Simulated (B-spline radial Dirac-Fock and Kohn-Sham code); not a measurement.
## Two-hole binding energies of Co⁵⁺

System: the Co⁵⁺ ion in the configuration [Ar] 3d4.

Level of theory: relaxed Dirac-Fock hole states (ΔSCF) with Breit and QED corrections and a finite nucleus; a radial finite-basis atomic code. U is the two-hole binding energy less the two single-hole energies, the effective repulsion of the holes after relaxation. Each two-hole energy is an average over J within one jj subconfiguration.

```tsv
holes	E(a) (eV)	E(b) (eV)	E(ab) (eV)	U (eV)
1s⁻¹ 2p1/2⁻¹	7820.0	907.9	8836.7	108.8
1s⁻¹ 2p3/2⁻¹	7820.0	893.4	8819.8	106.4
1s⁻¹ 3p3/2⁻¹	7820.0	162.5	8017.8	35.3
2s⁻²	1042.1	1042.1	2154.6	70.3
2s⁻¹ 2p1/2⁻¹	1042.1	907.9	2014.8	64.7
2s⁻¹ 2p3/2⁻¹	1042.1	893.4	?	?
2p1/2⁻¹ 2p3/2⁻¹	907.9	893.4	1877.7	76.3
2p3/2⁻²	893.4	893.4	1864.4	77.6
2s⁻¹ 3p1/2⁻¹	1042.1	164.6	1239.1	32.4
2s⁻¹ 3p3/2⁻¹	1042.1	162.5	1236.8	32.1
2p1/2⁻¹ 3s⁻¹	907.9	208.0	1148.8	32.9
2p3/2⁻¹ 3p1/2⁻¹	893.4	164.6	1091.0	33.0
3p1/2⁻²	164.6	164.6	357.1	27.9
3p3/2⁻²	162.5	162.5	351.7	26.6
```

**Question.** Give the missing two-hole energy and U.

**Answer.** E(ab) = 1999.9 eV and U = 64.3 eV.

Values without a named source are computed, but for edge energies of neutral atoms, which are taken from tables.
